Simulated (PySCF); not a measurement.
HAlBr$_{2}$O (SMILES [OH][Al]([Br])[Br]), singlet, at a GFN2-xTB geometry (such geometries of metal compounds can be far from the true shape). Base run: B3LYP/6-31G (PySCF).

The PySCF input:
```python
from pyscf import gto, scf, dft, solvent

mol = gto.Mole()
mol.atom = '''
    Al    0.52314072   -0.16002934    0.38517703
    Br   -1.22013567   -1.56759525    0.25268460
    Br    0.54205674    1.77502036   -0.75193923
    O     1.79916875   -0.55036777    1.32468847
    H     2.53858319   -0.77655549    1.86910310
'''
mol.basis = '6-31g'
mol.verbose = 4
mol.build()

mf = dft.RKS(mol)
mf.xc = 'b3lyp'
mf.kernel()
```

The base run was repeated with changes; each row names its change, and settings that it needs were set with it.

```csv
change,ΔE vs base (kcal/mol),dipole (D),HOMO-LUMO gap (eV)
base,0.000,2.60,6.49
model = IEF-PCM; solvent = acetonitrile; lebedev_order = 11,-7.52,3.16,6.75
model = IEF-PCM; solvent = acetonitrile,-7.79,3.17,6.77
model = IEF-PCM; solvent = acetonitrile; vdw_scale = 1.1,-11.97,3.28,6.87
model = COSMO; solvent = acetonitrile,-7.79,3.16,6.77
model = ddCOSMO; solvent = acetonitrile,-4.77,3.04,6.69
model = IEF-PCM; solvent = acetonitrile; r_probe = 0.5,-2.77,2.94,6.62
model = C-PCM; solvent = acetonitrile,-7.92,3.17,6.77
model = IEF-PCM; solvent = 2-propanol,-7.47,3.15,6.76
model = IEF-PCM; solvent = acetonitrile; vdw_scale = 1.0,-19.22,3.43,7.02
model = IEF-PCM; solvent = acetonitrile; lebedev_order = 41,-7.81,3.17,6.77
model = SS(V)PE; solvent = acetonitrile,-7.73,3.16,6.77
```

The base is the gas phase, so ΔE is the electrostatic part of solvation at a fixed geometry, without cavity and dispersion terms.
